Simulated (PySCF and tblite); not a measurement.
C₅H₄O₃, numbered as in [O:1]=[C:2]([OH:3])[c:4]1[cH:5][cH:6][o:7][cH:8]1. Level: PBE0-D3(BJ)/def2-TZVP (IEF-PCM, chloroform)//PBE0-D3(BJ)/def2-SVP, thermal terms from GFN2-xTB, symmetry numbers and mirror pairs counted. Conformers within 3 kcal/mol (GFN2-xTB free energy) were kept, 8 at most. GIAO shieldings: WP04/pcSseg-1 (IEF-PCM, chloroform). Couplings: B3LYP/pcSseg-1 with pcJ-1 on H (gas phase; spin-dipole term only for pairs with B, N, F, Si or P). Shifts are against TMS (¹H), TMS (¹³C) at the same level. (PySCF 2.14, tblite 0.8.)

Torsions listed: O1–C2–O3–H3, O3–C2–C4–C5.

Two conformers hold nearly all the population. I: 0°, 180°; δ(C8) = 155.72 ppm. II: 0°, 0°; δ(C8) = 157.86 ppm. The average over the ensemble at 298.15 K is 156.55 ppm.

Task: What populations and free-energy difference follow from a two-state model?

Result: p(I) = (156.55 − 157.86)/(155.72 − 157.86) = 0.61, so K = p(II)/p(I) = 0.63 and G(II) − G(I) = −RT ln K = 0.27 kcal/mol. The weights computed directly are 61.2 % and 38.8 %.
